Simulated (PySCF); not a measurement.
Functional benchmark on one molecule

Molecule: SMILES C1[C@H]2CC[C@@H](C1)C2, C7H12.

Geometry:
```json
{"atom": "C1", "x (Å)": "1.219", "y (Å)": "0.994", "z (Å)": "-0.134"}
{"atom": "C2", "x (Å)": "1.281", "y (Å)": "-0.329", "z (Å)": "-0.944"}
{"atom": "C3", "x (Å)": "0.126", "y (Å)": "-1.153", "z (Å)": "-0.356"}
{"atom": "C4", "x (Å)": "-1.200", "y (Å)": "-0.526", "z (Å)": "-0.814"}
{"atom": "C5", "x (Å)": "-1.263", "y (Å)": "0.797", "z (Å)": "-0.006"}
{"atom": "C6", "x (Å)": "0.035", "y (Å)": "0.765", "z (Å)": "0.817"}
{"atom": "C7", "x (Å)": "0.169", "y (Å)": "-0.733", "z (Å)": "1.119"}
{"atom": "H8", "x (Å)": "2.148", "y (Å)": "1.158", "z (Å)": "0.433"}
{"atom": "H9", "x (Å)": "1.069", "y (Å)": "1.881", "z (Å)": "-0.770"}
{"atom": "H10", "x (Å)": "1.165", "y (Å)": "-0.175", "z (Å)": "-2.028"}
{"atom": "H11", "x (Å)": "2.243", "y (Å)": "-0.843", "z (Å)": "-0.795"}
{"atom": "H12", "x (Å)": "0.201", "y (Å)": "-2.231", "z (Å)": "-0.557"}
{"atom": "H13", "x (Å)": "-2.048", "y (Å)": "-1.184", "z (Å)": "-0.568"}
{"atom": "H14", "x (Å)": "-1.224", "y (Å)": "-0.366", "z (Å)": "-1.903"}
{"atom": "H15", "x (Å)": "-2.143", "y (Å)": "0.820", "z (Å)": "0.655"}
{"atom": "H16", "x (Å)": "-1.320", "y (Å)": "1.690", "z (Å)": "-0.647"}
{"atom": "H17", "x (Å)": "0.026", "y (Å)": "1.439", "z (Å)": "1.686"}
{"atom": "H18", "x (Å)": "1.116", "y (Å)": "-0.994", "z (Å)": "1.619"}
{"atom": "H19", "x (Å)": "-0.667", "y (Å)": "-1.135", "z (Å)": "1.713"}
```

Geometry PBE0-D3(BJ)/def2-SVP throughout; GIAO in PySCF 2.14, gas phase, one conformer, non-relativistic; equivalent atoms averaged; basis pcSseg-1.

Reference values (measured; solution, not stated in the table (CDCl3 in this author's series); The use of chemical shift calculations in the conformational analysis of substituted benzenes, New J. Chem. 2019 (ESI)): δ(H12/H17) = 2.19 ppm, δ(H18/H19) = 1.18 ppm. Computed shifts are taken against TMS, calculated as an isolated molecule at each level.

How do the functionals HF, LDA, BP86, KT2, PBE0, mPW1PW91, WP04, B97-2, CAM-B3LYP, LC-wPBE perform against the reference? Times are CPU seconds on shared hosts with different chips, so compare them loosely; the GGAs took longer than the global hybrids here, which isn't the general rule, and the cause wasn't traced.

Answers


```csv
functional,kind,H12/H17,H18/H19,mean abs. error H,core-s
HF,Hartree–Fock,1.65,0.86,0.43,13
LDA,LDA,2.17,1.11,0.04,32
BP86,GGA,2.06,1.10,0.10,33
KT2,GGA,2.15,1.06,0.08,41
PBE0,global hybrid,1.95,1.03,0.19,20
mPW1PW91,global hybrid,1.92,1.03,0.21,30
WP04,global hybrid,1.83,1.03,0.25,21
B97-2,global hybrid,1.93,1.04,0.20,24
CAM-B3LYP,range-separated hybrid,1.91,1.01,0.22,27
LC-wPBE,range-separated hybrid,1.83,1.01,0.26,49
```

For 1H the closest is LDA (0.04 ppm) and the furthest HF (0.43 ppm). One molecule is a small sample, and vibrational and solvent effects are absent from the calculation.
